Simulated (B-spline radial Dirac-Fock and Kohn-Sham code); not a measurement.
Compton profile of Pb²⁺

System: Pb²⁺, [Xe] 4f14 5d10 6s1 6p1 (not the ground configuration).

Model: the impulse approximation on relativistic Hartree-Fock (Dirac-Fock) wave functions, averaged over the configuration. Program: a radial atomic solver. pz is in atomic units of momentum; subshell profiles are per electron, for a selection of subshells; open shells are spread over both j values by their weights.

```tsv
pz	J total	J 3p3/2	J 3d5/2	J 6p1/2	J 6p3/2
0	9.087	0.0438	0.0291	0.643	0.702
0.1	9.051	0.0438	0.0291	0.643	0.701
0.2	8.943	0.0438	0.0291	0.637	0.692
0.3	8.767	0.0438	0.0291	0.615	0.660
0.4	8.537	0.0438	0.0291	0.568	0.596
0.5	8.276	0.0438	0.0291	0.497	0.502
0.6	8.008	0.0438	0.0291	0.409	0.394
0.8	7.523	0.0438	0.0291	0.234	0.198
1	7.121	0.0438	0.0291	0.110	0.0811
1.2	6.747	0.0438	0.0291	0.0471	0.0334
1.4	6.350	0.0438	0.0291	0.0238	0.0206
1.6	5.919	0.0438	0.0291	0.0180	0.0191
1.8	5.473	0.0438	0.0291	0.0174	0.0189
2	5.038	0.0437	0.0291	0.0172	0.0173
2.5	4.119	0.0436	0.0291	0.0126	0.0103
3	3.501	0.0433	0.0290	0.00680	0.00463
4	2.836	0.0422	0.0290	0.00163	0.00126
5	2.395	0.0404	0.0289	0.00112	0.00114
7	1.612	0.0341	0.0281	0.000727	0.000530
10	0.9088	0.0214	0.0251	0.000130	0.000106
15	0.4489	0.00618	0.0162	8.47e-05	6.95e-05
20	0.2522	0.00213	0.00834	2.82e-05	1.71e-05
30	0.09822	0.00171	0.00170	5.73e-06	6.45e-06
40	0.04608	0.00101	0.000346	4.88e-06	4.35e-06
60	0.01480	0.000207	2.15e-05	1.52e-06	< 1e-6
100	0.003198	1.21e-05	< 1e-6	< 1e-6	< 1e-6
```

J(0) = 9.087. The 5d5/2 subshell gives the largest part, 15 %.

Mean momentum ⟨p⟩ by subshell (a.u.): 1s1/2 90.6, 2s1/2 32.3, 2p1/2 42.3, 2p3/2 36.1, 3s1/2 16.2, 3p1/2 19.4, 3p3/2 17.5, 3d3/2 21.0, 3d5/2 20.4, 4s1/2 8.47, 4p1/2 9.53, 4p3/2 8.74, 4d3/2 9.73, 4d5/2 9.47, 4f5/2 9.96, 4f7/2 9.83, 5s1/2 3.72, 5p1/2 3.95, 5p3/2 3.58, 5d3/2 3.33, 5d5/2 3.20, 6s1/2 1.29, 6p1/2 1.21, 6p3/2 1.09.

Values without a named source are computed, but for edge energies of neutral atoms, which are taken from tables.
